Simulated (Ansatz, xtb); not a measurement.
**CH7FSSi2: which of two isomers lies lower**

Structure I is `C[Si@H](F)S[SiH3]`, a singlet and structure II is `C[SiH2][Si@H](F)S`, a singlet. Both are isolated molecules in the gas phase, relaxed with PBE-D3(BJ)/def2-SVP; each stands in its lowest conformer found.

Quicker runs give these differences E(II) − E(I): GFN2-xTB +108.1 kJ/mol; HF/STO-3G +58.2 kJ/mol (at GFN2-xTB geometries); r2SCAN-D4/def2-SVP +80.1 kJ/mol (at GFN2-xTB geometries).

Estimate E(II) − E(I) at the level CCSD(T)/def2-SVP + ΔMP2/def2-TZVPP.

Calculated at CCSD(T)/def2-SVP + ΔMP2/def2-TZVPP: E(II) − E(I) = +77.2 kJ/mol, so structure I lies lower.

The same difference at several levels:

| level | geometry | E(II) − E(I) (kJ/mol) | departure from the last row (kJ/mol) | job, with rough time for the two |
| --- | --- | --- | --- | --- |
| GFN2-xTB | GFN2-xTB | +108.1 | +30.9 | optimisation, 0.33 s |
| HF/STO-3G | GFN2-xTB | +58.2 | −19.0 | single point, 0.76 s |
| r2SCAN-D4/def2-SVP | GFN2-xTB | +80.1 | +2.9 | single point, 4.1 s |
| PBE-D3(BJ)/def2-SVP | PBE-D3(BJ)/def2-SVP | +60.1 | −17.1 | optimisation, 50 s |
| HF/def2-SVP | PBE-D3(BJ)/def2-SVP | +84.7 | +7.5 | part of the CCSD(T) run |
| MP2/def2-SVP | PBE-D3(BJ)/def2-SVP | +80.9 | +3.7 | part of the CCSD(T) run |
| CCSD(T)/def2-SVP | PBE-D3(BJ)/def2-SVP | +73.1 | −4.1 | single point |
| CCSD(T)/def2-SVP + ΔMP2/def2-TZVPP | PBE-D3(BJ)/def2-SVP | +77.2 |  | single point, 42 s |

As drawn, II has 1 Si–Si, 1 S–H in place of 1 S–Si, 1 Si–H.

None of the levels shown reverses the order. The largest departure from CCSD(T)/def2-SVP + ΔMP2/def2-TZVPP is that of GFN2-xTB, 30.9 kJ/mol. The last row adds to CCSD(T) the change of the MP2 difference between the two basis sets, here +4.1 kJ/mol.

With thermal terms from frequencies at re-optimised GFN2-xTB minima (ideal gas, soft modes damped towards free rotors, one conformer each, 298.15 K, 1 atm): the zero-point term adds −3.6 kJ/mol; ΔH is +74.5 and ΔG +72.2 kJ/mol.

The correlated steps freeze 17 core orbitals. Programs: Ansatz 0.2.0, xtb 6.7.1; the last row on 2 threads of Intel(R) Xeon(R) Processor @ 2.70GHz on a shared host.
